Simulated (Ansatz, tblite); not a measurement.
Removing an electron: ZnCl2. Charge 0, multiplicity 1. Geometry: PBE-D4/def2-TZVP. Ansatz, gas phase; energy differences of separate SCF runs; the oxidised species was run as a doublet alone.

```xyz
3

Zn   -0.0002   -0.0002   -0.0008
Cl    0.6929    1.8827   -0.5866
Cl   -0.6927   -1.8826    0.5875
```

The xTB rows come from tblite. Correlated methods freeze 19 core orbitals. In CCSD on the charge 1 doublet the largest single amplitude is 0.22, so its Hartree–Fock determinant may place the open shell otherwise than the density functionals do. HOMO above LUMO, or a gap near zero within one spin, warns that the state may not be the lowest or that an electron is smeared out.

```tsv
level	−HOMO (eV)	vertical IE (eV)	−LUMO (eV)	HOMO–LUMO gap (eV)	remarks
PBE-D4/def2-TZVP	7.75	10.90	2.61	5.13	gap within one spin near zero (+1 doublet)
r2SCAN-D4/def2-TZVP	8.10	11.13	2.32	5.78	–
MP2/def2-TZVPP	–	11.99	–	–	–
CCSD/def2-TZVPP	–	11.76	–	–	–
CCSD(T)/def2-TZVPP	–	11.77	–	–	–
```

Q: Estimate the rows for GFN1-xTB, GFN2-xTB, HF/def2-TZVPP, PBE0-D4/def2-TZVP.

A: 
```json
{"level": "GFN1-xTB", "−HOMO (eV)": "12.84", "vertical IE (eV)": "15.36", "−LUMO (eV)": "7.61", "HOMO–LUMO gap (eV)": "5.23"}
{"level": "GFN2-xTB", "−HOMO (eV)": "12.28", "vertical IE (eV)": "15.45", "−LUMO (eV)": "7.81", "HOMO–LUMO gap (eV)": "4.46"}
{"level": "HF/def2-TZVPP", "−HOMO (eV)": "–", "vertical IE (eV)": "10.83", "−LUMO (eV)": "–", "HOMO–LUMO gap (eV)": "–"}
{"level": "PBE0-D4/def2-TZVP", "−HOMO (eV)": "9.15", "vertical IE (eV)": "11.35", "−LUMO (eV)": "1.69", "HOMO–LUMO gap (eV)": "7.46"}
```

  Raw xTB energy differences between charge states are shifted by several eV; the methods need an empirical correction for them.
